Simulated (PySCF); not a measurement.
An unknown shows these calculated signals:

¹H NMR (400 MHz, computed): δ 6.80 (m, 1H), 6.75 (m, 1H), 2.64 (q, 2H), 1.14 (t, 3H).

¹³C{¹H} NMR (computed): δ 193.8 (C), 185.6 (C), 165.7 (C), 142.0 (CH), 140.1 (CH), 137.2 (C), 20.6 (CH2), 17.0 (CH3).

- shielding tensors at PBE0/pcSseg-1 (GIAO)
- GFN2-xTB structure
- run in PySCF
- single conformer, non-relativistic Hamiltonian, rapidly exchanging positions averaged, no solvent

Shifts are taken against calculated references (same method and geometry level): ¹H, ¹³C against TMS.

Which of these does the molecule contain: an OH group, a non-aromatic C=C double bond, a CH3CH2 unit, an ester, a ketone, a C≡C triple bond?

Answers


- An OH group: no.
- A non-aromatic C=C double bond: yes.
- A CH3CH2 unit: yes (δC 17.0, 20.6; δH 1.14 (t), 2.64 (q)).
- An ester: no.
- A ketone: yes (δC 185.6).
- A C≡C triple bond: no.

The data belong to SMILES CCC1=C(F)C(=O)C=CC1=O, C8H7FO2; they needn't prove each group on their own.

Carbon signals by region: 3 in the far downfield region (above 160 ppm), 3 in the sp2 and nitrile region (100–160 ppm), 2 below 50 ppm. Above 160 ppm: 193.8, ketone carbonyl carbon, 185.6, ketone carbonyl carbon, 165.7, β carbon of a C=C–C=O unit.

Splittings by ¹⁹F in the carbon and heteronuclear signals aren't shown, as no couplings were computed. Shifts are as computed. Against solution values, carbons near 30 ppm lie about +3 ppm off and those near 130 ppm about +5 ppm. Of 1211 compounds with measured shifts, 218 miss one by over three times the rms of a fit or turn the order of signals round; such compounds aren't used in these exercises. No couplings were computed; multiplicities are counted from neighbouring protons, with m where these are inequivalent, close in shift, in a saturated or five-membered ring or joined by F or P, and br s for small geminal =CH2 splittings.
